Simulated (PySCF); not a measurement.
Run record: excited-state job, `[Cl][Ti]([Cl])([Cl])[Cl]`.

Method: TDDFT CAM-B3LYP/def2-SVPD, vertical, gas phase, core orbitals frozen in the response (PySCF 2.14.0, density-fitted response routines). Geometry: GFN2-xTB. The input is one job of a driver script: a line of settings, then coordinates in Å.

Input:
```
{"job": {"kind": "uv", "xc": "CAM-B3LYP", "basis": "def2-SVPD", "nstates": 8, "ntriplets": 3}, "charge": 0, "multiplicity": 1}
Cl     1.333725     1.004702    -1.298342
Ti     0.002653     0.000205    -0.003722
Cl    -1.152757    -1.376556    -1.110690
Cl    -1.275802     1.403671     0.918551
Cl     1.100803    -1.029170     1.477018
```

Output:
```
coarse grid: 32720 points
cycle   1  E = -2689.7294416241  dE =  5.019e-01  |g| = 7.901e-01  |ddm| = 2.755e+00
cycle   2  E = -2684.8077527632  dE =  4.922e+00  |g| = 5.536e+00  |ddm| = 3.349e+00
cycle   3  E = -2689.8139423971  dE = -5.006e+00  |g| = 7.699e-01  |ddm| = 2.159e+00
cycle   4  E = -2689.9435546376  dE = -1.296e-01  |g| = 1.159e-01  |ddm| = 4.633e-01
cycle   5  E = -2689.9468863641  dE = -3.332e-03  |g| = 1.722e-02  |ddm| = 1.090e-01
cycle   6  E = -2689.9469643773  dE = -7.801e-05  |g| = 5.984e-03  |ddm| = 2.372e-02
cycle   7  E = -2689.9469745778  dE = -1.020e-05  |g| = 7.014e-04  |ddm| = 4.757e-03
cycle   8  E = -2689.9469749914  dE = -4.135e-07  |g| = 1.930e-04  |ddm| = 1.726e-03
final grid: 60240 points
cycle   9  E = -2689.9469559043  dE = -5.710e-08  |g| = 2.551e-04  |ddm| = 9.318e-04
cycle  10  E = -2689.9469558303  dE =  7.394e-08  |g| = 6.113e-04  |ddm| = 7.425e-04
cycle  11  E = -2689.9469559272  dE = -9.691e-08  |g| = 4.509e-05  |ddm| = 5.134e-04
cycle  12  E = -2689.9469559284  dE = -1.179e-09  |g| = 2.424e-05  |ddm| = 8.271e-05
cycle  13  E = -2689.9469559289  dE = -4.275e-10  |g| = 3.307e-06  |ddm| = 5.924e-05
converged SCF energy = -2689.9469559289

Static polarisability (au): isotropic 90.330, principal 90.276 90.348 90.367

Singlet excitations
state   eV       nm        f      main configurations
  1   4.5793    270.7   0.00000   H->L 0.74, H-2->L 0.12
  2   4.5798    270.7   0.00000   H-1->L 0.45, H-1->L+1 0.26, H->L+1 0.14
  3   4.5803    270.7   0.00000   H-2->L+1 0.66, H-1->L+1 0.19
  4   4.8323    256.6   0.02449   H->L+1 0.34, H-2->L+1 0.25, H-1->L+1 0.14
  5   4.8325    256.6   0.02455   H-1->L 0.29, H->L+1 0.27, H-1->L+1 0.24
  6   4.8327    256.6   0.02455   H-2->L 0.51, H-1->L 0.15, H->L 0.13
  7   5.3210    233.0   0.00000   H->L+3 0.23, H-2->L+2 0.15, H-1->L+2 0.13
  8   5.3313    232.6   0.00000   H-2->L+3 0.22, H->L+2 0.21, H-3->L+1 0.17

Triplet excitations (Tamm-Dancoff, eV): 4.3728 4.3739 4.3743
```

The SCF starts on a coarse grid where the log names one; the energy can jump when the final grid takes over, and dE then counts from the start density on the new grid. H and L stand for HOMO and LUMO; the number after each pair is its weight.

**Question.** Give the mean polarisability as a volume in Å³, and the ratio of the largest to the smallest principal value.

**Answer.** 90.330 au × 0.148185 = 13.39 Å³; 90.367/90.276 = 1.00.

Summary of the converged run: HOMO -11.01 eV, LUMO -2.63 eV; lowest singlet 4.58 eV; lowest triplet 4.37 eV (Tamm–Dancoff); mean polarisability 90.3 au.

The run took 17 s on one thread, x86-64 server, shared host.
Labels such as C1 count atoms from 1, the log's own numbers from 0.
